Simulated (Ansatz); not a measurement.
`[SiH3]OC1=CC1`, relaxed with RKS PBE-D4/def2-SVP in Ansatz from a rough embedded geometry. The force threshold is 0.03 eV/Å; the program also tests the step.

Total charge 0; spin multiplicity 1.

Start:

```xyz
11

Si   -1.896   -0.253    0.622
O    -0.486   -0.645   -0.090
C     0.551    0.221    0.111
C     1.877   -0.246    0.083
C     1.508    0.685   -0.916
H    -1.672   -0.189    2.166
H    -2.351    1.093    0.200
H    -2.904   -1.233    0.362
H     2.082   -1.347    0.155
H     1.888    1.657   -0.796
H     1.403    0.257   -1.897
```

| step | energy (eV) | largest force (eV/Å) | largest move (Å) |
| --- | --- | --- | --- |
| 1 | -13112.7710 | 3.967 | 0.000 |
| 2 | -13113.5810 | 2.296 | 0.131 |
| 3 | -13114.0498 | 1.892 | 0.195 |
| 4 | -13114.2875 | 1.131 | 0.200 |
| 5 | -13114.4366 | 0.915 | 0.200 |
| 6 | -13114.5191 | 0.336 | 0.200 |
| 7 | -13114.5430 | 0.270 | 0.196 |
| 8 | -13114.5593 | 0.441 | 0.121 |
| 9 | -13114.5789 | 0.196 | 0.124 |
| 10 | -13114.5850 | 0.060 | 0.064 |
| 11 | -13114.5892 | 0.135 | 0.083 |
| 12 | -13114.5912 | 0.119 | 0.130 |
| 13 | -13114.5930 | 0.049 | 0.025 |
| 14 | -13114.5957 | 0.049 | 0.095 |
| 15 (rejected) | -13114.5948 | 0.153 | 0.196 |
| 16 (rejected) | -13114.5835 | 0.676 | 0.098 |
| 17 | -13114.5968 | 0.021 | 0.048 |
| 18 | -13114.5982 | 0.036 | 0.098 |
| 19 | -13114.5987 | 0.059 | 0.066 |
| 20 | -13114.5993 | 0.040 | 0.028 |
| 21 | -13114.6002 | 0.021 | 0.065 |
| 22 | -13114.6007 | 0.024 | 0.077 |
| 23 | -13114.6009 | 0.023 | 0.049 |

End:

```xyz
11

Si   -1.918   -0.125    0.527
O    -0.514   -1.087    0.325
C     0.642   -0.542   -0.065
C     1.914   -0.687   -0.335
C     1.308    0.723   -0.506
H    -1.711    0.867    1.638
H    -2.247    0.592   -0.752
H    -2.985   -1.112    0.885
H     2.833   -1.272   -0.422
H     1.548    1.519    0.234
H     1.129    1.125   -1.529
```

Hardware: 4 threads of an Arm Neoverse V1 on a shared host. Wall time 27 s, peak host memory 0.2 GiB.
